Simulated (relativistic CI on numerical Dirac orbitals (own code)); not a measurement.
## Hyperfine structure of Sm41+, mass number 149

Method of calculation: Dirac-Coulomb-Breit CI, KLI orbitals optimised for each configuration, model QED (radiative potential, 1s self-energy scaled to tabulated hydrogen-like ionisation energies), unscaled Slater integrals (own radial code, finite nucleus).

CI space (outside the closed core [Ne]): 3s2.3p6.3d3, 3s2.3p5.3d4, 3s.3p6.3d4, 3s2.3p6.3d2.4s, 3s2.3p6.3d2.4p, 3s2.3p6.3d2.4d, 3s2.3p5.3d3.4s, 3s2.3p6.3d2.4f, 3s2.3p5.3d3.4p, 3s.3p6.3d3.4s, 3p6.3d4.4p, 3p6.3d5, 3p5.3d6, 3p5.3d5.4s, 3p6.3d4.4s, 3p5.3d4.4s2, 3s2.3p6.3d.4s2, 3s2.3p6.4s2.4p, 3s2.3p6.4s2.4d. Double excitations out of closed p, d and f shells are left out; levels of such configurations are missing from the list, as are those of other unlisted configurations, and high levels can miss mixing partners. These lack a partner that the ground configuration has and come out too high: 3s2.3p5.3d3.4p.

Nuclear spin I = 7/2, μ = -0.6677 μN, Q = 0.075 b (tables of Stone and Pyykkö). The electronic factors are computed for point nuclear moments, without core polarisation or the Bohr-Weisskopf and QED corrections.

```
              Level   E (eV)  A (MHz)  B (MHz)
 3s2.3p6.3d3 4F_3/2   0.0000   -10580    -2220
 3s2.3p6.3d3 4F_5/2  24.6906    -6222    -1210
 3s2.3p6.3d3 4P_1/2  34.8394     3780         
 3s2.3p6.3d3 4P_5/2  51.1777    -3752     3460
 3s2.3p6.3d3 4F_7/2  57.4127    -5387      107
 3s2.3p6.3d3 4F_9/2  60.4579    -5388     1030
 3s2.3p6.3d3 2P_1/2  67.3766     1327         
3s2.3p6.3d3 2H_11/2  68.6889    -6000     5390
```

Levels with J = 0, under 50 % of one LS term, or S terms without an open s electron are left out. Small factors come from cancelling terms and can be off by tens of per cent or more.

At this charge energies of transitions that change n are usually good to better than 1 %, and those within a shell (Δn = 0) to a few per cent.

Task: Give the hyperfine levels of 3s2.3p6.3d3 4F_3/2 relative to its centre of gravity.

Result: With K = F(F + 1) − I(I + 1) − J(J + 1), E = AK/2 + B[¾K(K + 1) − I(I + 1)J(J + 1)]/[2I(2I − 1)J(2J − 1)]: F = 2: 70210, F = 3: 40060, F = 4: -1616, F = 5: -56090 MHz.

LS names give the leading component of a level, which can be under half, so a name can repeat, a term be missing and a line seem to break the LS rules.
